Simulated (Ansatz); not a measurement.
Born–Oppenheimer molecular dynamics of Al$_{2}$BrClFH (6 atoms, charge 0, multiplicity 1). It starts at the highest image of a converged band. Of that band: A structure lower than the first end lies on the path between it and the top, so the climb from that side starts below the end, which may itself be a saddle point or a shallow side well. A vibrational analysis at the climbing image gives one clearly imaginary mode, 247i cm⁻¹: a first-order saddle point.

Theory: RKS PBE/def2-SVP in Ansatz 0.2.0.

```
ensemble                      : NVE (velocity Verlet)
time step                     : 0.5 fs
steps asked                   : 200
starting velocities drawn for : 100 K
seed                          : 2716
```

Frames 5 fs apart, positions in Å.

Velocities at 15.0 fs (Å/ps):

```
F -2.77 0.59 -0.60
Al 1.23 0.97 0.17
Br -0.47 0.61 -0.44
Al 2.55 -0.83 0.12
Cl -0.31 -1.86 0.97
H -0.78 1.97 4.25
```

```xyz
6
Properties=species:S:1:pos:R:3 time_fs=15.0 energy_less_start_eV=0.017 T=67
F -0.421 -1.018 2.189
Al 0.499 -0.585 0.864
Br 1.965 -2.034 -0.068
Al -0.164 1.235 -0.502
Cl -0.902 2.659 -1.827
H -1.006 -0.273 -0.618
6
Properties=species:S:1:pos:R:3 time_fs=20.0 energy_less_start_eV=0.022 T=58
F -0.435 -1.015 2.187
Al 0.505 -0.580 0.865
Br 1.963 -2.031 -0.070
Al -0.151 1.230 -0.501
Cl -0.904 2.651 -1.823
H -1.000 -0.270 -0.602
6
Properties=species:S:1:pos:R:3 time_fs=25.0 energy_less_start_eV=0.026 T=50
F -0.448 -1.012 2.186
Al 0.511 -0.576 0.866
Br 1.961 -2.028 -0.072
Al -0.139 1.226 -0.499
Cl -0.907 2.644 -1.821
H -0.977 -0.283 -0.596
6
Properties=species:S:1:pos:R:3 time_fs=30.0 energy_less_start_eV=0.026 T=50
F -0.458 -1.008 2.184
Al 0.514 -0.575 0.870
Br 1.959 -2.026 -0.075
Al -0.128 1.222 -0.496
Cl -0.909 2.639 -1.819
H -0.934 -0.311 -0.601
6
Properties=species:S:1:pos:R:3 time_fs=35.0 energy_less_start_eV=0.023 T=56
F -0.465 -1.004 2.180
Al 0.514 -0.575 0.877
Br 1.957 -2.024 -0.077
Al -0.117 1.221 -0.494
Cl -0.912 2.635 -1.819
H -0.874 -0.346 -0.616
6
Properties=species:S:1:pos:R:3 time_fs=40.0 energy_less_start_eV=0.022 T=57
F -0.469 -0.999 2.176
Al 0.512 -0.579 0.886
Br 1.956 -2.022 -0.079
Al -0.108 1.222 -0.491
Cl -0.915 2.632 -1.819
H -0.803 -0.379 -0.638
6
Properties=species:S:1:pos:R:3 time_fs=45.0 energy_less_start_eV=0.027 T=48
F -0.473 -0.994 2.175
Al 0.510 -0.583 0.894
Br 1.955 -2.021 -0.082
Al -0.099 1.225 -0.490
Cl -0.918 2.628 -1.820
H -0.734 -0.404 -0.665
6
Properties=species:S:1:pos:R:3 time_fs=50.0 energy_less_start_eV=0.031 T=39
F -0.478 -0.991 2.179
Al 0.508 -0.589 0.898
Br 1.955 -2.020 -0.083
Al -0.090 1.231 -0.488
Cl -0.921 2.624 -1.821
H -0.682 -0.416 -0.694
6
Properties=species:S:1:pos:R:3 time_fs=55.0 energy_less_start_eV=0.031 T=40
F -0.486 -0.990 2.187
Al 0.506 -0.595 0.898
Br 1.955 -2.019 -0.085
Al -0.081 1.238 -0.486
Cl -0.925 2.621 -1.823
H -0.656 -0.413 -0.717
6
Properties=species:S:1:pos:R:3 time_fs=60.0 energy_less_start_eV=0.028 T=46
F -0.493 -0.990 2.198
Al 0.504 -0.601 0.895
Br 1.956 -2.019 -0.087
Al -0.071 1.247 -0.483
Cl -0.928 2.617 -1.825
H -0.658 -0.397 -0.725
6
Properties=species:S:1:pos:R:3 time_fs=65.0 energy_less_start_eV=0.023 T=55
F -0.498 -0.990 2.207
Al 0.499 -0.607 0.891
Br 1.957 -2.019 -0.088
Al -0.062 1.257 -0.480
Cl -0.931 2.614 -1.827
H -0.684 -0.377 -0.711
6
Properties=species:S:1:pos:R:3 time_fs=70.0 energy_less_start_eV=0.012 T=77
F -0.499 -0.990 2.213
Al 0.489 -0.613 0.887
Br 1.959 -2.019 -0.089
Al -0.052 1.268 -0.475
Cl -0.934 2.610 -1.830
H -0.725 -0.363 -0.668
```

Of the whole run (100 fs, mean temperature of the second half 143 K): The conserved energy stayed within 0.0028 meV per atom of its start (net change 0.00017 meV per atom), so the integration is sound. The system heated up, since it started high on the potential surface and ran downhill. A run of 0.1 ps of so small a system gives no equilibrium averages. The orbitals stay closed-shell, which can raise the energy where a bond breaks towards radicals; this wasn't checked here.

The run took 5.9 min on 2 threads of Arm Neoverse V1, with other jobs on the host, peak memory 0.14 GiB.
